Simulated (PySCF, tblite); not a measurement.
Species: C₂H₁₂FPSi₃.
Numbering: `[CH3:1][C@@H:2]([F:3])[SiH2:4][Si@@H:5]([SiH3:6])[PH2:7]` (hydrogens: H8, H9, H10 on C1; H11 on C2; H12, H13 on Si4; H14 on Si5; H15, H16, H17 on Si6; H18, H19 on P7)

Geometry (GFN2-xTB, Å), atoms numbered from 1 in this order:
```
atom  x, y, z in Å
C1     3.224    0.088   -0.402
C2     1.953   -0.035    0.412
F3     1.432    1.250    0.623
Si4    0.563   -1.082   -0.413
Si5   -1.403   -0.454    0.675
Si6   -2.071    1.796    0.618
P7    -2.958   -1.865   -0.146
H8     3.004    0.526   -1.372
H9     3.955    0.717    0.103
H10    3.649   -0.900   -0.551
H11    2.189   -0.401    1.417
H12    0.600   -0.737   -1.843
H13    1.047   -2.469   -0.338
H14   -1.314   -0.930    2.076
H15   -2.131    2.273   -0.769
H16   -1.157    2.652    1.366
H17   -3.418    1.984    1.176
H18   -4.027   -1.240    0.458
H19   -3.146   -1.163   -1.319
```

Level of theory: PBE0/pcSseg-1 in PySCF (dipole) on a GFN2-xTB geometry, gas phase.

Take the most abundant isotopes and a rigid rotor. The values belong to one conformer with, in the numbering `[CH3:1][C@@H:2]([F:3])[SiH2:4][Si@@H:5]([SiH3:6])[PH2:7]`, C1–C2–Si4–Si5 -161°, C2–Si4–Si5–Si6 59°, Si4–Si5–P7–H -173° and -80°.

Question: What are A, B and C (cm⁻¹)?

Answer: Ia = 326.12, Ib = 759.02, Ic = 1026.18 u·Å²; 505379 MHz·u·Å²/I gives 1550, 665.8 and 492.5 MHz, that is A = 0.05169, B = 0.02221, C = 0.01643 cm⁻¹.

Question: What kind of rotor is it?

Answer: An asymmetric top. Ray's parameter κ = (2B − A − C)/(A − C) = -0.672; −1 is the prolate and +1 the oblate limit.

Question: What does the inertial defect say?

Answer: Not planar: Δ = Ic − Ia − Ib = -58.96 u·Å². For a rigid frame Δ = −2 Σ m c², so Σ m c² = 29.48 u·Å² lies off the ab plane: 16.06 from hydrogen and 13.42 from heavier atoms. The atom farthest from that plane is 1.95 Å away.

Question: Give the other two planar moments, Paa and Pbb, and the rms extents of the mass along the axes.

Answer: Paa = Σ m a² = (Ib + Ic − Ia)/2 = 729.54 and Pbb = Σ m b² = (Ia + Ic − Ib)/2 = 296.64 u·Å². With the mass M = 170.00 u, the rms extents √(P/M) along a, b and c are 2.07, 1.32, 0.42 Å.

Question: Predict some low-J microwave lines.

Answer: The dipole components are |μa| = 0.85 D, |μb| = 0.42 D, |μc| = 0.01 D. The squared components, which scale the intensities, stand as 1.00 : 0.24 : 0.00 (a : b : c). Some lines, for components of 0.1 D or more:

```json
{"type": "a", "branch": "Q", "J(Ka,Kc)": "2(1,1) ← 2(1,2)", "MHz": "520", "lower level (cm⁻¹)": "0.140"}
{"type": "a", "branch": "Q", "J(Ka,Kc)": "3(1,2) ← 3(1,3)", "MHz": "1038", "lower level (cm⁻¹)": "0.246"}
{"type": "b", "branch": "Q", "J(Ka,Kc)": "1(1,0) ← 1(0,1)", "MHz": "1057", "lower level (cm⁻¹)": "0.039"}
{"type": "b", "branch": "R", "J(Ka,Kc)": "3(1,2) ← 2(2,1)", "MHz": "1068", "lower level (cm⁻¹)": "0.245"}
{"type": "a", "branch": "R", "J(Ka,Kc)": "1(0,1) ← 0(0,0)", "MHz": "1158", "lower level (cm⁻¹)": "0.000"}
{"type": "b", "branch": "R", "J(Ka,Kc)": "2(0,2) ← 1(1,1)", "MHz": "1410", "lower level (cm⁻¹)": "0.068"}
{"type": "b", "branch": "R", "J(Ka,Kc)": "1(1,1) ← 0(0,0)", "MHz": "2042", "lower level (cm⁻¹)": "0.000"}
{"type": "a", "branch": "R", "J(Ka,Kc)": "2(1,2) ← 1(1,1)", "MHz": "2143", "lower level (cm⁻¹)": "0.068"}
{"type": "a", "branch": "R", "J(Ka,Kc)": "2(0,2) ← 1(0,1)", "MHz": "2294", "lower level (cm⁻¹)": "0.039"}
{"type": "a", "branch": "R", "J(Ka,Kc)": "2(1,1) ← 1(1,0)", "MHz": "2490", "lower level (cm⁻¹)": "0.074"}
{"type": "b", "branch": "Q", "J(Ka,Kc)": "3(2,1) ← 3(1,2)", "MHz": "2520", "lower level (cm⁻¹)": "0.281"}
{"type": "b", "branch": "Q", "J(Ka,Kc)": "2(2,0) ← 2(1,1)", "MHz": "2675", "lower level (cm⁻¹)": "0.157"}
{"type": "b", "branch": "R", "J(Ka,Kc)": "2(1,2) ← 1(0,1)", "MHz": "3027", "lower level (cm⁻¹)": "0.039"}
{"type": "b", "branch": "Q", "J(Ka,Kc)": "2(2,1) ← 2(1,2)", "MHz": "3172", "lower level (cm⁻¹)": "0.140"}
{"type": "a", "branch": "R", "J(Ka,Kc)": "3(1,3) ← 2(1,2)", "MHz": "3201", "lower level (cm⁻¹)": "0.140"}
{"type": "a", "branch": "R", "J(Ka,Kc)": "3(2,2) ← 2(2,1)", "MHz": "3475", "lower level (cm⁻¹)": "0.245"}
{"type": "b", "branch": "R", "J(Ka,Kc)": "3(1,3) ← 2(0,2)", "MHz": "3935", "lower level (cm⁻¹)": "0.115"}
{"type": "b", "branch": "R", "J(Ka,Kc)": "2(2,1) ← 1(1,0)", "MHz": "5141", "lower level (cm⁻¹)": "0.074"}
{"type": "b", "branch": "R", "J(Ka,Kc)": "2(2,0) ← 1(1,1)", "MHz": "5338", "lower level (cm⁻¹)": "0.068"}
{"type": "b", "branch": "R", "J(Ka,Kc)": "3(2,2) ← 2(1,1)", "MHz": "6126", "lower level (cm⁻¹)": "0.157"}
```

Its GFN2-xTB frequencies are all real (lowest 16 cm⁻¹). These are rigid-rotor constants of the computed structure; measured ground-state constants (B0) also hold zero-point vibration. A rigid rotor knows nothing of internal rotation, which can split or shift real lines.
